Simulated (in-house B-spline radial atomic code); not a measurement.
Binding energies in the platinum ion Pt²⁺

NIST's tabulated ground configuration is [Xe] 4f14 5d8; each binding energy is the energy of the ion with one electron taken from that subshell, relaxed, less that of the parent. Level of theory: Dirac-Hartree-Fock, average of configuration, Fermi nucleus of rms radius 5.427 fm; calculated with a B-spline radial code for spherical atoms. Energies include first-order Breit, QED and recoil terms.

```json
{"subshell": "1s", "X-ray name": "K", "binding energy (eV)": "78421.2", "-ε (eV)": "78930.2", "relaxation (eV)": "92.1"}
{"subshell": "2s", "X-ray name": "L1", "binding energy (eV)": "13918.4", "-ε (eV)": "14026.6", "relaxation (eV)": "55.4"}
{"subshell": "2p1/2", "X-ray name": "L2", "binding energy (eV)": "13304.2", "-ε (eV)": "13416.3", "relaxation (eV)": "60.2"}
{"subshell": "2p3/2", "X-ray name": "L3", "binding energy (eV)": "11594.9", "-ε (eV)": "11684.3", "relaxation (eV)": "56.6"}
{"subshell": "3s", "X-ray name": "M1", "binding energy (eV)": "3335.2", "-ε (eV)": "3377.3", "relaxation (eV)": "31.3"}
{"subshell": "3p1/2", "X-ray name": "M2", "binding energy (eV)": "3062.4", "-ε (eV)": "3104.9", "relaxation (eV)": "32.5"}
{"subshell": "3p3/2", "X-ray name": "M3", "binding energy (eV)": "2682.4", "-ε (eV)": "2718.8", "relaxation (eV)": "30.5"}
{"subshell": "4s", "X-ray name": "N1", "binding energy (eV)": "762.3", "-ε (eV)": "778.1", "relaxation (eV)": "13.3"}
{"subshell": "4p1/2", "X-ray name": "N2", "binding energy (eV)": "646.3", "-ε (eV)": "661.6", "relaxation (eV)": "13.2"}
{"subshell": "4p3/2", "X-ray name": "N3", "binding energy (eV)": "555.4", "-ε (eV)": "568.5", "relaxation (eV)": "12.0"}
{"subshell": "5s", "X-ray name": "O1", "binding energy (eV)": "137.2", "-ε (eV)": "141.0", "relaxation (eV)": "3.4"}
{"subshell": "4f5/2", "X-ray name": "N6", "binding energy (eV)": "103.6", "-ε (eV)": "114.3", "relaxation (eV)": "10.9"}
{"subshell": "4f7/2", "X-ray name": "N7", "binding energy (eV)": "100.3", "-ε (eV)": "110.7", "relaxation (eV)": "10.7"}
{"subshell": "5p1/2", "X-ray name": "O2", "binding energy (eV)": "98.38", "-ε (eV)": "101.64", "relaxation (eV)": "2.97"}
{"subshell": "5p3/2", "X-ray name": "O3", "binding energy (eV)": "83.43", "-ε (eV)": "86.01", "relaxation (eV)": "2.46"}
{"subshell": "5d", "X-ray name": "O4,5", "binding energy (eV)": "30.45", "-ε (eV)": "31.76", "relaxation (eV)": "1.31"}
```

Relaxation = -ε minus the binding energy without Breit, QED and recoil terms.

Emission lines follow as differences of binding energies, with λ = 12398.42 eV·Å / E:

```csv
line,holes,energy (eV),wavelength (Å)
K-L3,1s → 2p3/2,66826.3,0.18553
K-L2,1s → 2p1/2,65117.0,0.1904
K-M3,1s → 3p3/2,75738.8,0.1637
L1-M3,2s → 3p3/2,11236.0,1.1035
L3-M1,2p3/2 → 3s,8259.7,1.5011
```

**Question.** What screening constant σ does Moseley's law, E = (3/4)·13.6057 eV·(Z - σ)², need for K-L3?

**Answer.** σ = -2.92.

Moseley's non-relativistic formula needs a falling, then negative, screening constant for heavy elements, because relativity binds the 1s electron more strongly than the formula allows.

**Question.** What does it cost to remove both a 2s and a 5d electron?

**Answer.** 13965 eV, which is 15.79 eV more than the two single binding energies together.

**Question.** What does it cost to remove both a 2p1/2 and a 4s electron?

**Answer.** 14107 eV, which is 40.5 eV more than the two single binding energies together.

**Question.** What does it cost to remove both a 1s and a 5d electron?

**Answer.** 78467 eV, which is 15.72 eV more than the two single binding energies together.
